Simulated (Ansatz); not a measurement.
Geometry optimisation, RKS PBE/def2-SVP in Ansatz.

input.yaml

```yaml
crystal:
  periodic: [false, false, false]
  atoms:
    - { symbol: Mg, position_ang: [0.79878, 0.63258, -1.51822] }
    - { symbol: B, position_ang: [-0.13482, -0.08064, 0.22907] }
    - { symbol: C, position_ang: [-0.73222, -0.56263, 1.37568] }
    - { symbol: Se, position_ang: [-1.48563, -1.17506, 2.8229] }
    - { symbol: H, position_ang: [1.55389, 1.18575, -2.90944] }
basis:
  gaussian: { orbitals: def2-SVP }
hamiltonian:
  xc: pbe
relax:
  f_tol: 0.02
  max_steps: 40
scf:
  lower_state_search: "off"
output:
  orbitals: {}
```

Command:

```bash
$ ansatz run input.yaml --threads 1 --pin off --max-ram 2048MiB --backend cpu --events-out ev --progress --plain --runs-dir out
```

Task: Where does it end, and by what steps?

Result: It converged. After 3 steps the energy has fallen by 0.107 eV; H5 moved furthest, 0.10 Å.

| step | energy less start (eV) | largest force component (eV/Å) | accepted |
| --- | --- | --- | --- |
| 0 | 0.0000 | 2.055 | yes |
| 1 | -0.0998 | 0.614 | yes |
| 2 | -0.1065 | 0.051 | yes |
| 3 | -0.1065 | 0.002 | yes |

```xyz
5
Properties=species:S:1:pos:R:3
Mg 0.836 0.652 -1.578
B -0.143 -0.102 0.260
C -0.765 -0.591 1.441
Se -1.520 -1.189 2.874
H 1.592 1.230 -2.996
```

Whether the end is a true minimum wasn't checked by a vibrational analysis.

The run took 39 s on 1 thread of Arm Neoverse V1, with other jobs on the host, peak memory 0.15 GiB.
